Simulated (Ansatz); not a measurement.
ZrBrCl₃⁺. The state is a doublet with charge 1. Geometry PBE0-D4/def2-SVP, that of the neutral singlet; atoms count from 1.

```xyz
5

Zr    0.006   -0.023   -0.022
Br   -0.410    1.738    1.660
Cl   -1.998   -1.064   -0.557
Cl    1.485   -1.585    0.848
Cl    0.918    0.934   -1.929
```

In the def2 sets Zr takes a core potential; there is no spin–orbit coupling.

(1) Estimate the Mulliken populations from the PBE0/def2-TZVP orbitals of Ansatz.

(2) Where does the spin sit?

(3) And the Mayer bond orders between bonded heavy atoms (over 0.3)?

## Answers

(1) 
```
atom  charge (e)  spin (α − β)  d electrons
 Zr1        1.30         -0.14         2.01
 Br2        0.12          0.64            –
 Cl3       -0.16          0.12            –
 Cl4       -0.16          0.12            –
 Cl5       -0.10          0.26            –
```
Mulliken values and Mayer orders depend strongly on the basis.

(2) Summed by element: Zr -0.14, Br 0.64, Cl 0.50, of 1 unpaired in all. Largest on single atoms: Br2 0.64, Cl5 0.26, Zr1 -0.14.

(3) Zr1–Br2 0.87 (2.47 Å); Zr1–Cl3 1.23 (2.32 Å); Zr1–Cl4 1.23 (2.32 Å); Zr1–Cl5 1.14 (2.32 Å).
